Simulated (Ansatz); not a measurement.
`O[Si]([SiH3])([SiH3])Cl` + H₂S → `O[Si]([SiH3])(S)Cl` + SiH₄ at 298.15 K and 1 bar (cleavage of the Si–Si bond).

Computed with Ansatz on PBE0-D4/def2-TZVP structures; ΔE is electronic, products minus reactants. CBS: MP2 limit from def2 TZ/QZ plus the TZ coupled-cluster correction, frozen cores. This one scheme is used for every species. One conformer a species, not always the lowest.

```csv
species,CCSD(T)/CBS energy (Eh),H − E (kJ/mol),S (J/(mol·K))
`O[Si]([SiH3])([SiH3])Cl`,-1406.48895,203.0,415.4
H₂S,-398.97279,49.9,205.7
`O[Si]([SiH3])(S)Cl`,-1514.02592,161.1,394.1
SiH₄,-291.46306,92.1,204.8
```

H − E and S are ideal-gas, rigid-rotor, harmonic terms from PBE0-D4/def2-TZVP, for one conformer and one mirror image of each species. 1 Eh = 2625.50 kJ/mol, R = 8.31446 J/(mol·K).

Q: By hand: ΔE, ΔH, ΔS and ΔG.

A: ΔE = (-1514.02592) + (-291.46306) − (-1406.48895) − (-398.97279) = -0.02724 Eh = -71.5 kJ/mol. Δ(H − E) = 161.1 + 92.1 − 203.0 − 49.9 = 0.3, so ΔH = -71.2 kJ/mol. ΔS = 394.1 + 204.8 − 415.4 − 205.7 = -22.2 J/(mol·K). ΔG = -71.2 − 298.15 × (-22.2)/1000 = -64.6 kJ/mol.

Q: By hand: the equilibrium constant, and the temperature at which ΔG would vanish if ΔH and ΔS stayed fixed.

A: log₁₀ K = −ΔG/(RT ln 10) = 11.3. ΔG = 0 at ΔH/ΔS = 3207 K, far beyond where these terms or the molecules hold.

ΔH outweighs TΔS. A doubt of 5 kJ/mol in ΔE shifts log₁₀ K by 0.9 here. Other conformers and mirror images would add mixing entropy, several J/(mol·K) or more a flexible species. These are equilibria of isolated gas molecules and say nothing of rates. Largest T1 diagnostic: 0.013 (customary marks: 0.02 for closed shells, 0.045 for open ones).
